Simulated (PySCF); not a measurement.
# Correlation energy of Tc²⁺ (technetium, charge +2)

[Kr] 4d4 5p1, one real determinant (an excited configuration). All numbers are calculated (PySCF 2.14, scalar relativity by spin-free X2C-1e, in aug-cc-pVTZ-DK). Frozen: [Kr]; 5 electrons correlated.

```json
{"level": "CCSD", "correlation energy (mhartree)": "-55.01"}
{"level": "(T)", "correlation energy (mhartree)": "-0.85"}
{"level": "CCSD(T)", "correlation energy (mhartree)": "-55.86"}
```

Diagnostics: T1 = 0.0063, D1 = 0.0193, largest double amplitude 0.062.

The real determinant used has ⟨L²⟩ near 8 against 12 for a pure F term, so it mixes terms.

Cost of the coupled-cluster step: of the order of 18 core-seconds, for 5 correlated electrons.

The reference is one real determinant that mixes LS terms of this configuration.
